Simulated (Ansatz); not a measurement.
Consider the redistribution: `[BH2][SbH][CH3]` + `NBS` → `[CH3][SbH][SH]` + `BBN`.

Program: Ansatz. Geometries: PBE0-D4/def2-TZVP. ΔE: electronic, gas phase. CCSD(T)/CBS adds triple-zeta CCSD(T) − MP2 to the extrapolated MP2 energy (def2 sets, frozen cores). DFT in def2-TZVPP. def2 core potentials past Kr. For Sb outer-core shells are correlated without core-valence functions, which leaves a few kJ/mol of doubt a bond. One conformer a species, not always the lowest.

`[BH2][SbH][CH3]`:

Z-matrix (Å, degrees):
```
C
Sb 1 2.161
H 1 1.088 2 111.2
H 1 1.089 2 109.0 3 -121.4
H 1 1.090 2 107.8 3 120.2
B 2 2.197 1 99.9 3 -55.0
H 2 1.704 1 97.7 3 42.7
H 6 1.194 2 120.0 1 147.2
H 6 1.195 2 120.1 1 -40.8
```

`NBS`:

Z-matrix (Å, degrees):
```
N
B 1 1.391
H 1 1.004 2 121.9
H 1 1.006 2 124.2 3 -180.0
S 2 1.816 1 120.0 3 180.0
H 2 1.194 1 119.9 3 -0.0
H 5 1.339 2 96.3 1 -180.0
```

`[CH3][SbH][SH]`:

Cartesian coordinates in Å:
```
C 0.150 0.843 0.782
Sb 0.254 0.410 -1.327
S 0.799 -1.949 -1.132
H 1.160 0.814 1.190
H -0.475 0.113 1.294
H -0.267 1.843 0.918
H -1.440 0.178 -1.461
H -0.180 -2.252 -0.264
```

`BBN`:

Z-matrix (Å, degrees):
```
B
B 1 1.664
H 1 1.201 2 122.2
H 1 1.201 2 122.2 3 173.8
N 2 1.391 1 129.0 3 93.1
H 2 1.210 1 114.9 3 -86.9
H 5 1.006 2 122.8 1 180.0
H 5 1.005 2 124.0 1 0.0
```

```tsv
level	ΔE (kJ/mol)
PBE-QIDH	52.7
HF/def2-QZVPP	38.2
```

Task: What does CCSD(T)/CBS give? (Estimate.)

Result: Ansatz gave: +46.6 kJ/mol. The listed levels differ from it by 6.1, -8.4 kJ/mol.

Largest T1 diagnostic among the species: 0.015.

Leaving LDA and LC-ωPBE aside and taking each functional with its dispersion term where it has one, the values, not all of them listed here, spread over 17.9 kJ/mol, from BLYP-D4 to PBE-QIDH. LDA lies +9.1 kJ/mol from PBE without D4. At CCSD(T), def2-SVP lies +18.1 kJ/mol from the extrapolated value and def2-TZVPP +6.7 kJ/mol. In def2-TZVPP, CCSD(T) changes the Hartree–Fock value by +13.3 kJ/mol (the triples alone add +2.2 kJ/mol) and MP2 by +17.4 kJ/mol.
